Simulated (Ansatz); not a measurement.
`C=C=C(C)BCl` + H₂Te → `ClB[TeH]` + `C=C=CC` at 298.15 K and 1 bar (ligand exchange at a B–C bond).

Isolated molecules relaxed with PBE0-D4/def2-TZVP in Ansatz; ΔE leaves out vibrations. CBS: MP2 limit from def2 TZ/QZ plus the TZ coupled-cluster correction, frozen cores. def2 core potentials past Kr. For Te outer-core shells are correlated without core-valence functions, which leaves a few kJ/mol of doubt a bond. One conformer a species, not always the lowest.

```json
{"species": "`C=C=C(C)BCl`", "CCSD(T)/CBS energy (Eh)": "-640.38080", "H − E (kJ/mol)": "254.9", "S (J/(mol·K))": "355.4"}
{"species": "H₂Te", "CCSD(T)/CBS energy (Eh)": "-268.91024", "H − E (kJ/mol)": "41.3", "S (J/(mol·K))": "228.4"}
{"species": "`ClB[TeH]`", "CCSD(T)/CBS energy (Eh)": "-753.54186", "H − E (kJ/mol)": "68.6", "S (J/(mol·K))": "302.8"}
{"species": "`C=C=CC`", "CCSD(T)/CBS energy (Eh)": "-155.75749", "H − E (kJ/mol)": "236.4", "S (J/(mol·K))": "289.7"}
```

H − E and S are ideal-gas, rigid-rotor, harmonic terms from PBE0-D4/def2-TZVP, for one conformer and one mirror image of each species. 1 Eh = 2625.50 kJ/mol, R = 8.31446 J/(mol·K).

By hand: ΔE, ΔH, ΔS and ΔG.

ΔE = (-753.54186) + (-155.75749) − (-640.38080) − (-268.91024) = -0.00831 Eh = -21.8 kJ/mol. Δ(H − E) = 68.6 + 236.4 − 254.9 − 41.3 = 8.8, so ΔH = -13.0 kJ/mol. ΔS = 302.8 + 289.7 − 355.4 − 228.4 = 8.7 J/(mol·K). ΔG = -13.0 − 298.15 × (8.7)/1000 = -15.6 kJ/mol.

By hand: the equilibrium constant, and the temperature at which ΔG would vanish if ΔH and ΔS stayed fixed.

log₁₀ K = −ΔG/(RT ln 10) = 2.7. ΔH and −TΔS have one sign here, so there is no such temperature.

The number of gas molecules stays the same, so ΔS is small and ΔH decides. A doubt of 5 kJ/mol in ΔE shifts log₁₀ K by 0.9 here. Other conformers and mirror images would add mixing entropy, several J/(mol·K) or more a flexible species. These are equilibria of isolated gas molecules and say nothing of rates. Largest T1 diagnostic: 0.014 (customary marks: 0.02 for closed shells, 0.045 for open ones).

ΔS is within the doubt of such terms, so its sign, and with it that verdict, could turn.
